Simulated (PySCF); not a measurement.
biphenyl (C₁₂H₁₀), SMILES c1cc(-c2ccccc2)ccc1. Atoms are numbered in the order given.

```xyz
22

C      3.5659     0.0000     0.0000
C      2.8612    -0.3818     1.1450
C      1.4656    -0.3817     1.1444
C      0.7423     0.0000     0.0000
C     -0.7423     0.0000     0.0000
C     -1.4656     0.3817     1.1444
C     -2.8612     0.3818     1.1450
C     -3.5659     0.0000     0.0000
C     -2.8612    -0.3818    -1.1450
C     -1.4656    -0.3817    -1.1444
C      1.4656     0.3817    -1.1444
C      2.8612     0.3818    -1.1450
H      4.6585     0.0000     0.0000
H      3.4018    -0.6903     2.0432
H      0.9258    -0.7061     2.0366
H     -0.9258     0.7061     2.0366
H     -3.4018     0.6903     2.0432
H     -4.6585     0.0000     0.0000
H     -3.4018    -0.6903    -2.0432
H     -0.9258    -0.7061    -2.0366
H      0.9258     0.7061    -2.0366
H      3.4018     0.6903    -2.0432
```

Geometry: B3LYP-D3(BJ)/def2-SVP. The values are those of a single conformer.

Two levels are set side by side: PBE/pcSseg-1 (PySCF) and B3LYP/pcSseg-1 (PySCF). GIAO shifts against TMS (¹H), TMS (¹³C) at the same level; non-relativistic, no solvent, atoms listed together averaged. Differences are taken from unrounded values.

```csv
quantity,PBE
"δ(¹³C) of C1, C8 (ppm)",133.1
"δ(¹³C) of C2, C7, C9, C12 (ppm)",134.6
"δ(¹³C) of C3, C6, C10, C11 (ppm)",133.1
"δ(¹³C) of C4, C5 (ppm)",148.5
"δ(¹H) of H13, H18 (ppm)",7.66
"δ(¹H) of H14, H17, H19, H22 (ppm)",7.77
"δ(¹H) of H15, H16, H20, H21 (ppm)",7.83
```

These are the PBE values. What does B3LYP give? (The exact figures need the calculation; the answer reports its results.)


```csv
quantity,B3LYP,PBE minus B3LYP
"δ(¹³C) of C1, C8 (ppm)",136.0,-2.9
"δ(¹³C) of C2, C7, C9, C12 (ppm)",137.5,-2.9
"δ(¹³C) of C3, C6, C10, C11 (ppm)",136.2,-3.1
"δ(¹³C) of C4, C5 (ppm)",151.8,-3.3
"δ(¹H) of H13, H18 (ppm)",7.64,0.02
"δ(¹H) of H14, H17, H19, H22 (ppm)",7.75,0.02
"δ(¹H) of H15, H16, H20, H21 (ppm)",7.84,-0.01
```

Rough cost on one machine, each run with all the roots and properties that it gave: B3LYP against PBE within a factor of 2.
